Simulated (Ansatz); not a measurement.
C$_{2}$H$_{5}$O$_{2}$Si, SMILES `[CH]=C[SiH](O)O` radical. The species carries charge 0 and has multiplicity 2.

Cartesian coordinates in Å:
```
C 1.669 0.792 0.401
C 0.386 0.980 0.301
Si -0.811 -0.453 0.149
O 0.063 -1.837 0.079
O -1.774 -0.285 -1.164
H 2.592 1.348 0.500
H -0.021 2.000 0.304
H -1.758 -0.477 1.283
H 1.013 -1.731 0.175
H -1.360 -0.337 -2.027
```

Question: What are the harmonic wavenumbers in cm⁻¹ at PBE0-D4/def2-TZVP (Ansatz, finite differences of forces, unscaled)? (Estimate.)

Answer: Computed: 82, 159, 177, 259, 287, 354, 380, 563, 641, 764, 794, 836, 848, 864, 898, 913, 970, 1136, 1657, 2271, 3027, 3238, 3890, 3917.

Question: Is this a minimum?

Answer: Yes, all 24 modes are real.

Question: Give the ideal-gas thermochemistry at 298.15 K and 1 bar (rigid rotor, harmonic oscillator; point group C1, symmetry number 1).

Answer: Zero-point energy 173.0 kJ/mol; H(298) − E = 194.6 kJ/mol; entropy 349.3 J/(mol·K), of which translation 164.9, rotation 110.0, vibration 68.7, electronic 5.8; G(298) − E = 90.5 kJ/mol. Modes under 100 cm⁻¹ are hindered rotations or soft bends, so the harmonic entropy is rough.
